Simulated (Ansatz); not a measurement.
Consider the ligand exchange at the Al–S bond: `[SiH3][AlH][SH]` + HBr → `[SiH3][AlH][Br]` + H₂S.

Isolated molecules relaxed with PBE0-D4/def2-TZVP in Ansatz; ΔE leaves out vibrations. CCSD(T)/CBS adds triple-zeta CCSD(T) − MP2 to the extrapolated MP2 energy (def2 sets, frozen cores). This one scheme is used for every species. DFT in def2-TZVPP. For Br outer-core shells are correlated without core-valence functions, which leaves a few kJ/mol of doubt a bond. Scalar relativity is left out up to krypton. One conformer a species, not always the lowest.

`[SiH3][AlH][SH]`:

Cartesian coordinates in Å:
```
Si 0.380 0.264 -1.489
Al -0.099 -0.533 0.774
S -0.874 0.941 2.190
H 0.135 1.726 -1.627
H -0.474 -0.442 -2.487
H 1.800 -0.002 -1.857
H 0.101 -2.018 1.292
H -0.970 0.065 3.205
```

HBr:

Cartesian coordinates in Å:
```
Br -0.694 -0.050 -0.145
H 0.694 0.050 0.145
```

`[SiH3][AlH][Br]`:

Z-matrix (Å, degrees):
```
Si
Al 1 2.446
H 1 1.491 2 109.4
H 1 1.487 2 111.5 3 119.6
H 1 1.490 2 111.4 3 -118.8
Br 2 2.264 1 117.2 3 -93.5
H 2 1.581 1 126.5 3 85.3
```

H₂S:

```xyz
3

S     0.401   -0.407    0.241
H     0.393    0.929    0.118
H    -0.794   -0.522   -0.359
```

CCSD(T)/CBS gives -11.5 kcal/mol.

(1) Another level gave -11.3 kcal/mol. Which?
A. BHLYP/def2-TZVPP
B. HF/def2-TZVPP
C. r2SCAN0-D4/def2-TZVPP
D. BLYP-D4/def2-TZVPP

Largest T1 diagnostic among the species: 0.013.

Answers

(1) C. r2SCAN0-D4 -11.3, BHLYP -12.3, BLYP-D4 -10.1, HF/def2-TZVPP -14.1 kcal/mol.

In def2-TZVPP, CCSD(T) changes the Hartree–Fock value by +3.2 kcal/mol (the triples alone add +0.5 kcal/mol) and MP2 by +2.8 kcal/mol. From PBE to PBE0 (25 % exact exchange), in def2-TZVPP and without D4, ΔE moves by −0.9 kcal/mol. Leaving LDA and LC-ωPBE aside and taking each functional with its dispersion term where it has one, the values, not all of them listed here, spread over 2.8 kcal/mol, from BHLYP-D4 to revPBE-D4. LDA lies +0.7 kcal/mol from PBE without D4.
